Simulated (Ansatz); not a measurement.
tantalum atom (Ta), quartet (core potentials on Ta); BLYP/def2-SVP run with Ansatz (a first-principles code).

Input for Ansatz:
Ansatz 0.2 input:
```yaml
crystal:
  periodic: [false, false, false]
  atoms:
    - {symbol: Ta, position_ang: [0.00000000, 0.00000000, 0.00000000]}
basis:
  gaussian:
    orbitals: def2-SVP
hamiltonian:
  xc: blyp
magnetization: {spin_polarized: true, initial_magnetization: 3}
```

It wrote (shortened):

```
Functional definition: BLYP
304 factors; their error is unknown
mean field evaluation 1: about -1545.1209 eV, gradient 7.5e0 eV
mean field evaluation 2: about -1544.9150 eV, gradient 9.5e0 eV
mean field evaluation 4: about -1546.1798 eV, gradient 9.9e-1 eV
mean field evaluation 8: about -1546.1928 eV, gradient 6.2e-2 eV
mean field evaluation 16: about -1546.1616 eV, gradient 7.2e-5 eV
mean field evaluation 32: about -1545.5896 eV, gradient 3.7e0 eV
mean field evaluation 64: about -1545.5703 eV, gradient 9.3e-3 eV
mean field evaluation 96: about -1543.8839 eV, gradient 6.8e0 eV
mean field evaluation 128: about -1546.1616 eV, gradient 7.2e-6 eV
mean field evaluation 160: about -1543.8568 eV, gradient 6.9e0 eV
mean field evaluation 192: about -1546.1956 eV, gradient 5.2e-2 eV
mean field -1546.16156011 eV, -56.8203893080 hartree, gradient 3.4e-5 eV, S^2 3.754441; 16 other end points of the search recorded, 0 dependent functions left out
reference -1546.16174616 eV, -56.8203961455 hartree; 8, 5 occupied and 24, 27 virtual orbitals, 304 factors
Total energy: -1546.16174616 eV, -56.8203961455 hartree
```
